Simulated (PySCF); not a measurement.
The dipole of `Cc1ccc([Se]C#N)cc1` from its density and from atomic charges.

Coordinates (PBE0-D3(BJ)/def2-SVP, Å) and charges (e) from the PBE0/pcSseg-1 density (PySCF):

```tsv
atom	x	y	z	Mulliken	IAO	Hirshfeld	ESP-fitted
C1	-2.848	-0.823	-0.110	-0.1420	-0.4188	-0.1110	-0.6307
C2	-1.422	-0.359	-0.167	-0.3027	+0.0173	+0.0129	+0.5960
C3	-0.387	-1.155	0.339	-0.0280	-0.1438	-0.0419	-0.4767
C4	0.940	-0.734	0.315	+0.0246	-0.1529	-0.0544	+0.1255
C5	1.249	0.512	-0.229	-0.3398	-0.1345	-0.0336	-0.3964
Se6	3.029	1.221	-0.333	+0.2935	+0.3635	+0.1743	+0.0713
C7	3.912	-0.170	0.453	-0.0073	-0.0782	+0.0125	+0.2919
N8	4.492	-1.045	0.951	-0.2573	-0.2226	-0.2041	-0.4021
C9	0.238	1.325	-0.743	+0.0094	-0.1601	-0.0600	+0.1603
C10	-1.083	0.885	-0.708	-0.0331	-0.1477	-0.0466	-0.5550
H11	-2.943	-1.868	-0.439	+0.1348	+0.1522	+0.0491	+0.1619
H12	-3.238	-0.771	0.920	+0.1437	+0.1556	+0.0491	+0.1680
H13	-3.499	-0.205	-0.743	+0.1193	+0.1464	+0.0479	+0.1726
H14	-0.619	-2.135	0.765	+0.0823	+0.1532	+0.0555	+0.2019
H15	1.725	-1.378	0.716	+0.1191	+0.1675	+0.0473	+0.1427
H16	0.469	2.303	-1.174	+0.0967	+0.1520	+0.0502	+0.1630
H17	-1.867	1.528	-1.116	+0.0866	+0.1511	+0.0528	+0.2058
```

Compute μ = Σ q r for each scheme (1 e·Å = 4.803 D) and compare with the dipole of the full density.

The full density gives (-4.11, 1.65, -1.30) D, 4.61 D in size; dipole vectors point from the negative to the positive end.

| scheme | μx | μy | μz | size (D) | share of the full size (%) | angle to the full dipole (°) |
| --- | --- | --- | --- | --- | --- | --- |
| Mulliken | -5.06 | 1.47 | -1.27 | 5.42 | 118 | 6 |
| IAO | -3.13 | 2.32 | -1.49 | 4.17 | 91 | 15 |
| Hirshfeld | -2.79 | 1.61 | -1.13 | 3.42 | 74 | 8 |
| ESP-fitted | -4.15 | 1.61 | -1.30 | 4.64 | 101 | 1 |

Which set comes closest?

Length of the difference vector: ESP-fitted 0.06 D, Mulliken 0.97 D, IAO 1.20 D, Hirshfeld 1.32 D. Closest: ESP-fitted. 

What is left for the Hirshfeld atoms' own dipoles?

The Hirshfeld atoms' densities add up to the full density, so μ = Σ q r + Σ (atomic dipoles). The atomic dipoles sum to (-4.11, 1.65, -1.30) − (-2.79, 1.61, -1.13) = (-1.32, 0.04, -0.17) D, 1.32 D in size.

With the origin at the mean of the coordinates, (-0.109, -0.169, -0.077) Å, which are the largest single terms, by size, of the Hirshfeld dipole along the direction of the full one?

N8 +4.61, Se6 -1.86, C1 -1.18, H13 +0.73, H17 +0.62 D; all 17 atoms together +3.38 D. The single terms depend on the origin, their sum doesn't.

Give the size of the full dipole in other units.

4.61 D = 1.814 au = 0.960 e·Å = 15.38 × 10⁻³⁰ C·m.

Isolated species at its PBE0-D3(BJ)/def2-SVP geometry (one conformer only). The calculation is non-relativistic, for selenium too.

Conformer computed: `[CH3:1][c:2]1[cH:3][cH:4][c:5]([Se:6][C:7]#[N:8])[cH:9][cH:10]1`: C4–C5–Se6–C7 -1°.
